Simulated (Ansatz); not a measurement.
Si39H44, a nanocrystal cut from hexagonal silicon. Total charge 0; singlet. Geometry PBE-D4/def2-SVP.

Cartesian coordinates in Å:
```
Si -1.632 0.084 4.711
Si 0.709 -0.084 4.871
Si 1.449 -2.331 4.932
Si 1.087 3.316 3.103
Si 1.664 1.026 3.031
Si 4.002 0.793 3.131
Si 2.657 -2.819 2.967
Si 4.590 -1.497 3.231
Si 4.964 1.864 1.272
Si -4.751 -0.552 2.559
Si -2.426 -0.873 2.718
Si -1.985 -3.192 2.573
Si -2.029 2.542 0.996
Si -0.093 3.873 1.148
Si -1.436 0.256 0.912
Si 0.897 0.032 1.045
Si -0.449 -3.580 0.832
Si 1.488 -2.252 1.008
Si 1.270 3.435 -0.721
Si 1.841 1.143 -0.793
Si 4.179 0.935 -0.740
Si 2.844 -2.689 -0.868
Si 4.769 -1.338 -1.029
Si -5.536 -1.583 0.593
Si -5.138 1.791 -1.166
Si -3.210 3.124 -0.953
Si -4.529 -0.496 -1.232
Si -2.196 -0.723 -1.081
Si -1.621 -3.016 -1.134
Si -1.822 2.716 -2.811
Si 0.136 4.016 -2.698
Si -1.245 0.425 -2.890
Si 1.076 0.140 -2.771
Si -0.306 -3.451 -3.031
Si 1.643 -2.156 -2.824
Si 1.506 3.543 -4.554
Si 2.071 1.243 -4.588
Si -2.033 -0.524 -4.887
Si -1.473 -2.824 -4.978
H -2.297 -0.575 5.895
H -2.015 1.544 4.706
H 1.171 0.615 6.129
H 2.408 -2.474 6.090
H 0.304 -3.280 5.165
H 0.239 3.582 4.323
H 2.340 4.149 3.216
H 4.486 1.474 4.391
H 3.021 -4.285 2.917
H 5.157 -1.783 4.601
H 5.654 -1.828 2.217
H 4.576 3.323 1.299
H 6.469 1.775 1.341
H -5.433 -1.124 3.778
H -5.055 0.926 2.501
H -1.525 -3.736 3.899
H -3.268 -3.901 2.212
H -2.898 2.779 2.210
H -0.491 5.331 1.145
H -0.040 -5.034 0.782
H 2.544 4.241 -0.611
H 4.746 1.732 -1.893
H 3.213 -4.155 -0.874
H 5.866 -1.752 -0.084
H 5.288 -1.504 -2.438
H -7.039 -1.476 0.497
H -5.167 -3.044 0.608
H -6.069 2.034 -0.004
H -5.870 2.157 -2.434
H -3.568 4.591 -0.904
H -4.983 -1.107 -2.537
H -2.897 -3.825 -1.193
H -2.578 3.054 -4.076
H -0.231 5.482 -2.659
H 0.061 -4.917 -3.070
H 2.538 -2.386 -4.022
H 2.762 4.376 -4.478
H 0.780 3.908 -5.826
H 3.568 1.073 -4.522
H 1.587 0.613 -5.871
H -3.529 -0.351 -4.967
H -1.417 0.203 -6.057
H -2.730 -3.650 -5.102
H -0.615 -3.091 -6.190
```

Single mean-field runs in def2-SVP, def2-TZVP are fitted with def2-universal-jkfit.

**Question.** Estimate the orbital energies around the gap (eV) in Ansatz with HF/STO-3G, PBE-D4/def2-SVP, PBE-D4/def2-TZVP, r2SCAN-D4/def2-SVP, PBE0-D4/def2-SVP.

**Answer.** 
| orbital | HF/STO-3G | PBE-D4/def2-SVP | PBE-D4/def2-TZVP | r2SCAN-D4/def2-SVP | PBE0-D4/def2-SVP |
| --- | --- | --- | --- | --- | --- |
| HOMO−9 | -6.87 | -6.60 | -6.58 | -6.89 | -7.60 |
| HOMO−8 | -6.81 | -6.57 | -6.55 | -6.86 | -7.57 |
| HOMO−7 | -6.75 | -6.50 | -6.48 | -6.79 | -7.50 |
| HOMO−6 | -6.67 | -6.48 | -6.45 | -6.76 | -7.47 |
| HOMO−5 | -6.24 | -6.26 | -6.24 | -6.53 | -7.21 |
| HOMO−4 | -6.14 | -6.19 | -6.17 | -6.45 | -7.13 |
| HOMO−3 | -6.10 | -6.14 | -6.15 | -6.41 | -7.09 |
| HOMO−2 | -6.02 | -6.09 | -6.07 | -6.35 | -7.03 |
| HOMO−1 | -5.63 | -5.77 | -5.77 | -6.02 | -6.68 |
| HOMO | -5.55 | -5.73 | -5.73 | -5.97 | -6.63 |
| LUMO | 7.92 | -2.51 | -2.68 | -2.45 | -1.91 |
| LUMO+1 | 8.02 | -2.49 | -2.65 | -2.43 | -1.88 |
| LUMO+2 | 8.28 | -2.43 | -2.58 | -2.36 | -1.82 |
| LUMO+3 | 8.29 | -2.27 | -2.41 | -2.20 | -1.65 |
| LUMO+4 | 8.34 | -2.23 | -2.37 | -2.16 | -1.61 |
| LUMO+5 | 8.49 | -2.19 | -2.32 | -2.12 | -1.56 |
